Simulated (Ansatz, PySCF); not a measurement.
Dimer: H2O (SMILES O) (first 3 atoms) with CH4S (SMILES CS); geometry from B3LYP-D3(BJ)/def2-TZVP.
(charge 0, multiplicity 1):
```xyz
9

O      0.26080    -0.08704     0.28513
H      0.83101    -0.70921    -0.17931
H     -0.61837    -0.21400    -0.08751
C      0.82376     0.82828     4.32962
S      0.23094    -0.79826     3.75745
H      0.13495     1.62045     4.04344
H      0.87086     0.77813     5.41610
H      1.81839     1.04204     3.94374
H      0.24721    -0.51895     2.44033
```

Interaction energies are E(AB) − E(A) − E(B) at the monomers' geometry in the complex; basis-set methods are counterpoise corrected. Rows marked so take none.

Rows in 3-21G, 6-31G* carry no dispersion term and start afresh at each structure (6-31G* with six Cartesian d functions).

The values were computed with Ansatz (a first-principles code); PySCF for 3-21G rows, 6-31G* rows, the dispersion terms. Each number belongs to the level named beside it.

One of these levels gives -111.2 meV for the interaction energy. Which?
A) B3LYP/3-21G (no counterpoise)
B) PBE0-D3(BJ)/def2-TZVPPD
C) HF/6-31G* (no counterpoise)

B, PBE0-D3(BJ)/def2-TZVPPD. The others give -85.2 (HF/6-31G* (no counterpoise)), -357.8 (B3LYP/3-21G (no counterpoise))
